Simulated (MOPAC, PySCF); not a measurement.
H$_{6}$FGaSi$_{2}$, SMILES `[F][Ga]([SiH3])[SiH3]`, neutral singlet in the gas phase. 

Cartesian coordinates (Å):
SMILES: [F][Ga]([SiH3])[SiH3]
```xyz
10

F      0.0144    -2.2959    -0.7219
Ga     0.0093    -0.6081    -0.1824
Si     2.2451     0.2741     0.0101
Si    -2.2448     0.1841     0.1444
H      2.3080     1.3438     1.0417
H      2.6344     0.8750    -1.2954
H      3.2208    -0.7915     0.3550
H     -2.7967    -0.4214     1.3866
H     -3.1057    -0.2121    -1.0004
H     -2.2873     1.6633     0.2893
```
Charge 0, spin multiplicity 1.

All levels are single points at this geometry (r2SCAN-D4/def2-TZVP); Pople sets use spherical d functions. Orbital energies aren't observables, and empty levels follow the basis.

SVWN5/6-31G* in PySCF gives dipole (D) = 2.04.

Problem. Estimate the dipole (D) from each of these levels: r2SCAN-D4/def2-TZVP in PySCF; B3LYP/3-21G in PySCF; HF/STO-3G in PySCF; AM1 in MOPAC; PM7 in MOPAC.

Solution. 
| level | dipole (D) |
|---|---|
| r2SCAN-D4/def2-TZVP in PySCF | 2.11 |
| B3LYP/3-21G in PySCF | 1.71 |
| HF/STO-3G in PySCF | 1.01 |
| AM1 in MOPAC | 2.44 |
| PM7 in MOPAC | 3.30 |
